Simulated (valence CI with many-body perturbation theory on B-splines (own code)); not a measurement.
## Questions on Dy51+

Computed by valence CI with perturbative core correlation (CI+MBPT): five valence electrons over a frozen Dirac-Fock core [Ne], a basis of 11 s, 11 p, 10 d, 8 f, 5 g, 2 h functions for each j, with the one-electron correlation potential Σ1, the two-electron term Σ2, the three-electron term Σ3, Breit, model QED; selected CI, second order for the rest, scaled by the run's own slope (own B-spline code, finite nucleus).

The last digits are not significant, and no measured levels were compared; by estimate large intervals hold to a few tenths of a per cent, small ones and those within an open d or f shell to about a per cent. Among the levels kept, up to 3200 cm⁻¹ of a level comes from second order outside the variational space, and about a tenth of that is noise between levels of different J, which matters for small intervals.

Levels are named by their leading jj configuration (3d3/2^4 stands for four electrons in 3d with j = 3/2), which in mixed levels can hold well under half, so a name can repeat and another be missing.

Rates and lifetimes use the calculated energies. Strong lines usually hold to 10 to 20 %, long lifetimes can be off by a factor of two.

**Question.** What is the ground level?

**Answer.** (3s^2 3p1/2^2 3p3/2) J=3/2, composition 47 % 3s2 3p3 2P° + 26 % 3s2 3p3 2D° + 26 % 3s2 3p3 4S°, g = 1.356.

**Question.** Name the longest-lived excited levels whose lifetime is computed, and their main decay.

**Answer.** (3s^2 3p1/2 3p3/2 3d5/2) J=9/2 at 33.023 Ry lives 960 ns, mostly by M1 to (3s^2 3p1/2 3p3/2 3d3/2) J=7/2; (3s^2 3p1/2 3p3/2^2) J=5/2 at 15.026 Ry lives 73.9 ns, mostly by M1 to (3s^2 3p1/2^2 3p3/2) J=3/2; (3s^2 3p1/2 3p3/2^2) J=1/2 at 15.995 Ry lives 21.7 ns, mostly by M1 to (3s^2 3p1/2^2 3p3/2) J=3/2.

**Question.** Among levels below 69.183 Ry, which E1 lines absorb most strongly from the ground level?

**Answer.** to (3s^2 3p1/2 3p3/2 3d3/2) J=3/2 at 2.856 nm, f = 0.310; to (3s^2 3p1/2 3p3/2 3d3/2) J=5/2 at 2.908 nm, f = 0.274; to (3s^2 3p1/2 3p3/2 3d3/2) J=1/2 at 2.856 nm, f = 0.112.

**Question.** How well does LS coupling describe the low levels?

**Answer.** Among the lowest 20 levels the leading LS term, summed over configurations, holds 53 % on average. For single configurations the figures are 51 % in LS and 93 % in jj coupling. Terms mix most in the J = 5/2 level at 18.785 Ry, where the leading one holds 31 %.

**Question.** What is the ionisation energy?

**Answer.** 4631.9 eV; NIST lists 4629 ± 4 eV (theoretical).

**Question.** Where does the other parity begin?

**Answer.** At (3s^2 3p1/2^2 3d3/2) J=3/2, 14.555 Ry.
